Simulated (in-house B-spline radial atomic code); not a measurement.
Ionisation energies along the 8-electron series, configuration [He] 2s2 2p4, as differences of self-consistent energies. NIST's values go from ground level to ground level; the uncertainty of those that are theory runs from under 0.1 % in few-electron ions to several per cent in heavy many-electron ones. Computed with an all-electron radial atomic-structure program (B-spline basis): non-relativistic Hartree-Fock, average of the configuration, point nuclei.

This level leaves out relativity, spin-orbit splitting included, which matters for heavy ions.

```
  ion  configuration after  ionisation energy (eV)  IE/(q+1)² (eV)  -ε less Coulomb ΔSCF (eV)  tabulated value (eV)    tabulated kind  computed minus tabulated (eV)
Ag39+         [He] 2s2 2p3                  5940.2          3.7126                     2.0819                  5966    semi-empirical                            -26
Cd40+         [He] 2s2 2p3                       ?               ?                          ?                     ?    semi-empirical                              ?
In41+         [He] 2s2 2p3                       ?               ?                          ?                     ?    semi-empirical                              ?
Sn42+         [He] 2s2 2p3                  6824.9          3.6911                     2.0819                  6859    semi-empirical                            -34
Sb43+         [He] 2s2 2p3                  7133.4          3.6846                     2.0819                  7167  tabulated theory                            -34
Te44+         [He] 2s2 2p3                       ?               ?                          ?                     ?  tabulated theory                              ?
 I45+         [He] 2s2 2p3                  7770.8          3.6724                     2.0819                  7811  tabulated theory                            -40
Xe46+         [He] 2s2 2p3                  8099.7          3.6667                     2.0819                  8144  tabulated theory                            -44
Cs47+         [He] 2s2 2p3                  8435.4          3.6612                     2.0819                  8484  tabulated theory                            -49
Ba48+         [He] 2s2 2p3                  8777.9           3.656                     2.0819                  8831  tabulated theory                            -53
La49+         [He] 2s2 2p3                  9127.3          3.6509                     2.0819                  9184  tabulated theory                            -57
```

Task: Fill in the row of Cd40+.

Result: ionisation energy (eV): 6228.3; IE/(q+1)² (eV): 3.7051; -ε less Coulomb ΔSCF (eV): 2.0819; tabulated value (eV): 6257; computed minus tabulated (eV): -29.

Task: Fill in the row of In41+.

Result: ionisation energy (eV): 6523.2; IE/(q+1)² (eV): 3.6979; -ε less Coulomb ΔSCF (eV): 2.0819; tabulated value (eV): 6554; computed minus tabulated (eV): -31.

Task: Fill in the row of Te44+.

Result: ionisation energy (eV): 7448.7; IE/(q+1)² (eV): 3.6784; -ε less Coulomb ΔSCF (eV): 2.0819; tabulated value (eV): 7485; computed minus tabulated (eV): -36.

Task: How far is this level of theory from the measured and semi-empirical values?

Result: Over those 4 rows the differences run from -34.1 to -25.8 eV (mean absolute value 30 eV). The calculation leaves out relativity, correlation and, in open shells, the multiplet splittings that an average leaves out.
